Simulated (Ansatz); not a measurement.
Consider the formal exchange of groups at a B–S bond: `FB(S)S` + fluoromethane → `FBS` + `FCS`.

Computed with Ansatz on PBE0-D4/def2-TZVP structures; ΔE is electronic, products minus reactants. CCSD(T)/CBS is the MP2 limit (def2-TZVPP, def2-QZVPP) plus CCSD(T) − MP2 in def2-TZVPP, frozen cores. This one scheme is used for every species. DFT in def2-TZVPP. B3LYP here is the variant with VWN-RPA as its local correlation; programs differ in this. Each species was taken in one conformer, which may not be the lowest.

```
             level  ΔE (eV)
         revPBE-D4     1.06
          B3LYP-D4     1.06
SCS-MP2/def2-TZVPP     1.08
   CCSD/def2-TZVPP     1.07
```

Question: What does CCSD(T)/CBS give? (An estimate is asked.)

Answer: The calculation gave: +1.07 eV. The listed levels differ from it by -0.01, -0.01, 0.01, 0.00 eV.

Largest T1 diagnostic among the species: 0.014.

In def2-TZVPP, CCSD(T) changes the Hartree–Fock value by +0.04 eV (the triples alone add +0.01 eV) and MP2 by +0.08 eV. From BLYP to BHLYP (50 % exact exchange), in def2-TZVPP and without D4, ΔE moves by +0.06 eV.
